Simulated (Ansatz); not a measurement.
Computed with Ansatz.

A structure relaxed at PBE0-D4/def2-TZVP, charge 0, multiplicity 1:

Cartesian coordinates in Å:
```
F -1.4017 0.6779 1.6161
B -0.6019 -0.2284 1.1038
Si 0.3535 0.1354 -0.6514
Cl -0.0925 1.9560 -1.4483
Cl -0.1685 -1.3153 -1.9914
Cl 2.3679 0.0338 -0.3277
H -0.4569 -1.2595 1.6988
```

Give its formula and SMILES.

BCl3FHSi, `FB[Si](Cl)(Cl)Cl`.

Point group (tolerance 0.08 Å, 0.16 Å for H)?

Cs.

Summarise the bond lengths by kind.

1 × B–F 1.313 Å; 1 × B–Si 2.031 Å; 1 × B–H 1.199 Å; 3 × Cl–Si 2.037 to 2.043 Å.
